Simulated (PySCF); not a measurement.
Two species compared at the same levels of theory.

First species: C6H11FO2Si.
Structure used (GFN2-xTB), in Å, numbered top down from 1:
```
atom  x, y, z in Å
C1    -1.555    1.548    0.849
C2    -0.927    0.271    0.311
Si3   -2.224   -1.081   -0.029
F4    -1.438   -2.353   -0.626
C5     0.274   -0.246    1.140
C6     1.108   -0.313   -0.144
O7     2.376    0.343   -0.066
C8     3.465   -0.376   -0.246
O9     3.536   -1.547   -0.479
C10    0.036    0.492   -0.882
H11   -2.094    1.351    1.774
H12   -2.257    1.962    0.128
H13   -0.792    2.298    1.053
H14   -2.839   -1.560    1.200
H15   -3.147   -0.688   -1.082
H16    0.151   -1.187    1.672
H17    0.661    0.506    1.826
H18    1.252   -1.326   -0.527
H19    4.342    0.289   -0.148
H20    0.331    1.535   -0.992
H21   -0.266    0.100   -1.850
```

Second species: C2H12OSi4.
SMILES: `C[SiH2][Si@@H]([SiH3])[SiH2]C=O`

Levels: PBE0/pcSseg-1 for dipole moment, HOMO energy, LUMO energy and HOMO–LUMO gap; GFN2-xTB for rotational constant A and rotational constant C. Geometries: GFN2-xTB. All species are isolated and taken at one optimised geometry, non-relativistic unless stated. Electronic properties by PySCF.

The conformers computed, where there is a choice (atom-mapped SMILES and torsion angles):
- `[CH3:1][C@:2]1([SiH2:3][F:4])[CH2:5][C@H:6]([O:7][CH:8]=[O:9])[CH2:10]1`: C1–C2–Si3–F4 179°, C5–C6–O7–C8 119°, C6–O7–C8–O9 0°
- `[CH3:1][SiH2:2][Si@@H:3]([SiH3:4])[SiH2:5][CH:6]=[O:7]`: C1–Si2–Si3–Si4 -48°, Si2–Si3–Si5–C6 -82°, Si3–Si5–C6–O7 0°

Values for the first species:

- Dipole moment: 3.90 D
- HOMO energy: -8.12 eV
- LUMO energy: 0.25 eV
- HOMO–LUMO gap: 8.37 eV
- Rotational constant A: 1.934 GHz
- Rotational constant C: 0.543 GHz

Question: Estimate the same properties for the second species, and the change in each.

Answer: 
```tsv
property	first	second	second less first
dipole moment	3.90 D	1.62 D	-2.28 D
HOMO energy	-8.12 eV	-7.15 eV	+0.97 eV
LUMO energy	0.25 eV	-1.62 eV	-1.87 eV
HOMO–LUMO gap	8.37 eV	5.53 eV	-2.84 eV
rotational constant A	1.934 GHz	1.160 GHz	-0.774 GHz
rotational constant C	0.543 GHz	0.760 GHz	+0.217 GHz
```

On the first: The dipole matches unit charges of opposite sign 0.81 Å apart (1 e·Å = 4.8032 D).

On the second: A dipole of 1.62 D is allowed in C1, and pure rotational transitions are dipole-allowed. The dipole equals about 5.4 × 10⁻³⁰ C·m (1 D = 3.33564 × 10⁻³⁰ C·m). GFN2-xTB frequencies show an imaginary mode (26i cm⁻¹), so this geometry is no minimum at that level.
